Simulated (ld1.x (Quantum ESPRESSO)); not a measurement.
# Building the ultrasoft potential for chlorine (PBEsol, scalar-relativistic).

* Element: chlorine
* Generator: ld1.x (Quantum ESPRESSO) 7.5
* Type: ultrasoft
* Functional: PBEsol
* Relativity: scalar-relativistic
* Frozen core: [Ne]
* Valence charge: 7
* Reference configuration: 3s2 3p4 (charge +1)
* Partial waves: 3s (bound): rcut 1.20, rcutus 1.30 bohr; 3s channel at 0.45 Ry: rcut 1.20, rcutus 1.30 bohr; 3p (bound): rcut 1.35, rcutus 1.50 bohr; 3p channel at 1.85 Ry: rcut 1.35, rcutus 1.50 bohr; 3d channel at -0.15 Ry: rcut 1.10, rcutus 1.45 bohr
* Local potential: all-electron potential smoothed inside 1.10 bohr (lloc = -1)
* Core correction: Bessel-smoothed model core inside 1.30 bohr
* Augmentation charge: PSQ, inside the norm-conserving radii

Poles of the logarithmic derivatives, all-electron (AE) and pseudo (PS). s: poles at 0.9 (AE) and 0.9 (PS) Ry. p: poles at 2.2 (AE) and 2.2 (PS) Ry. d: poles at 3.3 (AE) and 3.5 (PS) Ry. Test radius 1.65 bohr.

* Cutoffs needed: 25 Ry and 40 Ry (the cutoffs (Ry, on a coarse ladder) from which the occupation-weighted sum of valence levels, in a spherical-Bessel basis at the reference potential, stays within 10 and 1 mRy of its value at 400 Ry)
* Ghost test: no extra level below or beside the all-electron valence levels (s, p, d, f tested) (spherical-Bessel basis up to 400 Ry, 20 bohr box)
* Largest excitation error: +12 meV (all-electron minus pseudo) for 3s2 3p1, out of 7 test configurations
* Lowest eigenvalue of the overlap operator: 0.43 (s channel)
* Density cutoff estimated by the generator: 299 Ry
